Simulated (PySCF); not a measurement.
Species: C2H10OSi2.
Bonds: C1–Si2, Si2–C3, Si2–Si4, Si4–O5. Hydrogens: H6, H7, H8 on C1; H9 on Si2; H10, H11, H12 on C3; H13, H14 on Si4; H15 on O5.

Method used: PySCF, PBE0-D3(BJ)/def2-SVP geometry optimisation, gas phase.

Problem. List the bond lengths, angles and torsions at this level.

Solution. 
```
                  bond  length (bohr)
        C1–Si2, Si2–C3          3.562
               Si2–Si4          4.421
                Si4–O5          3.176
C1–H6 and 5 like bonds          2.081
                Si2–H9          2.837
      Si4–H13, Si4–H14          2.841
                O5–H15          1.817
```

Bonds in one row agree within 0.02 bohr and their mean is given. A selection of angles:
```
      angle  degrees
  Si2–C1–H6    111.1
  Si2–C1–H8    109.8
   H6–C1–H7    108.2
  C1–Si2–C3    111.0
 C1–Si2–Si4    108.8
  C1–Si2–H9    109.8
 Si4–Si2–H9    108.7
 Si2–Si4–O5    103.9
Si2–Si4–H13    112.6
 O5–Si4–H13    110.9
H13–Si4–H14    106.2
 Si4–O5–H15    116.6
```

Torsions: C1–Si2–Si4–O5 60° (synclinal); H15–O5–Si4–Si2 180° (antiperiplanar).

O5 (silanol oxygen) is bent (angle 116.6°). Si4 (oxygen-bound silicon) is distorted tetrahedral (angles from 103.9° to 112.6°). Si2 (SiH silicon) is tetrahedral (angles from 108.7° to 111.0°).

Point group: Cs (every atom within 0.08 Å of its image). Whether it is a minimum is left open (no frequencies). The numbers are those of one conformer (C1–Si2–Si4–O5 60°, Si2–Si4–O5–H 180°).

On an Intel Xeon Platinum 8375C at 2.90 GHz with one thread, no GPU, on a shared host, this took 21 s of wall time and 0.56 GiB of memory at its peak. These figures are those of the optimisation.
